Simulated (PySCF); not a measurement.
## How the method changes the constants of SnI⁺

State: ¹Σ⁺ (singlet), closed shell. Set-up: basis Sn cc-pVDZ-PP with ECP28, I cc-pVDZ-PP with ECP28; scalar-relativistic core potentials; PySCF 2.14. De refers to Sn⁺ + I in their high-spin ground configurations, without counterpoise correction. A positive dipole points towards I; it is taken about the centre of mass and depends on that origin.

```tsv
Level	Re (Å)	ωe (cm⁻¹)	De (eV)	μ (D)	CPU s a point (SCF and correlation, without the integrals)
RHF	2.621	243	1.97	-5.22	0.055
RHF-MP2	2.621	246	3.15	n/a	0.092
RHF-SCS-MP2	2.626	243	3.00	n/a	n/a
RHF-CCSD	2.629	241	2.94	n/a	n/a
RHF-CCSD(T)	2.638	236	3.09	n/a	1.5
LDA	2.606	240	4.33	-3.76	0.5
PBE	2.643	229	3.72	-4.06	0.77
revPBE	2.654	226	3.49	-4.17	0.81
r²SCAN	2.622	238	3.56	-4.17	1.1
PBE0	2.616	241	3.44	-4.36	1
r²SCAN0	2.604	245	3.33	-4.39	0.89
HSE06	2.620	239	3.50	-4.30	1.1
```

Which functional lies closest to RHF-CCSD(T) in De, which farthest, and by how much do they differ from it?

Closest is r²SCAN0 (-3.4 pm in Re, +3.8 % in ωe, +0.24 eV in De against RHF-CCSD(T) in the same basis), farthest LDA (-3.2 pm in Re, +1.7 % in ωe, +1.24 eV in De). CCSD(T) converges more slowly with the basis than the functionals do and binds too weakly in this one, so the order can change at the basis-set limit.

What does a quarter of exact exchange do here, going from PBE to PBE0?

PBE0 less PBE: -2.7 pm in Re, +5.2 % in ωe, -0.28 eV in De. Exact exchange removes part of the self-interaction that spreads semilocal densities, and in most molecules shortens and stiffens the bond and lowers De; so it does here.

What does the step from GGA to meta-GGA do here, going from PBE to r²SCAN?

r²SCAN less PBE: -2.1 pm in Re, +3.9 % in ωe, -0.16 eV in De. 

Correlated steps freeze 8 core orbitals. Correlated levels converge slowly with the basis: in double zeta they bind strong bonds too weakly, by up to about 1 eV, and carry superposition errors of some tenths. These are scalar-relativistic numbers at best; spin–orbit coupling would shift them, the dissociation energy most. For an ion De counts to the pair picked by the measured ionisation energies or electron affinities, which need not be the lowest pair at this level. Where the molecule has an RHF reference, its open-shell atoms are computed with UHF.

The whole job (state search and all levels along the bond) took about 1.8 min on 1 thread of Arm Neoverse V1 (shared host), peak memory 0.51 GiB.
